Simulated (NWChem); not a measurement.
Correlation energy of HCl$_{2}$Ge

```xyz
4

Cl    -0.5506    -0.3191     1.7539
Ge     0.5255     0.3509     0.0000
Cl    -0.5506    -0.3191    -1.7539
H      1.9033    -0.3765     0.0000
```
Charge 0, spin multiplicity 2.

Everything below was run with NWChem. Structure: optimised with UPBE0/def2-SVP, a minimum by its harmonic frequencies.

Basis set: 3-21G. Each correlation energy counts from its own Hartree-Fock reference.

The Hamiltonian is non-relativistic. The correlated methods keep 19 core orbitals frozen. The structure started from a generated list of species. The unpaired electrons of the parent sit in orbitals of symmetry a' (Cs labels of the run); other states weren't searched. The stability of the SCF solutions was not checked. Open-shell Hartree-Fock references start from PBE0 orbitals. No row is a measurement; the coupled-cluster row has its own basis-set and correlation limits.

Task: Order these methods by the correlation energy they give, lowest first: UMP2, CCSD on UHF, CCSD[T] on UHF, CCSD on ROHF, CCSD[T] on ROHF.

Result: CCSD[T] on ROHF (-155.9 mHa), CCSD[T] on UHF (-154.6 mHa), CCSD on ROHF (-152.3 mHa), CCSD on UHF (-151.2 mHa), UMP2 (-129.8 mHa)
